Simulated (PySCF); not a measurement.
## Zr²⁹⁺: ionisation energy

Zr²⁹⁺ [Ne] 3s1 (2S) → Zr³⁰⁺ [Ne] (1S), as a difference of total energies. Computed with PySCF 2.14 in an uncontracted even-tempered set (18 s from 3.9 bohr⁻², ratio 2.5; 11 p from 5 bohr⁻², ratio 2.5; 5 d from 19 bohr⁻², ratio 2.7; 4 f from 29 bohr⁻², ratio 2.7), with scalar relativity by spin-free X2C-1e. Correlated levels: outer shells: 1s2 frozen; virtual orbitals above 40 to 60 times the deepest correlated orbital energy dropped. The calculations carry no spin-orbit coupling.

| method | ionisation energy (eV) | difference from reference (eV) |
| --- | --- | --- |
| UHF | 1581.5 | -0.9 |
| LDA | 1583.9 | +1.5 |
| PBE | 1585.7 | +3.3 |
| PBE0 | 1584.8 | +2.4 |
| r2SCAN | 1581.2 | -1.2 |
| B2PLYP | 1584.3 | +1.9 |
| B3LYP | 1585.5 | +3.1 |
| MP2 (outer shells) | 1582.2 | -0.2 |
| SCS-MP2 (outer shells) | 1582.1 | -0.3 |

Reference: 1582.37 ± 0.05 eV (semi-empirical (NIST evaluation); NIST Atomic Spectra Database, ionization energies).

Breit and QED terms and the two-electron picture change are absent.
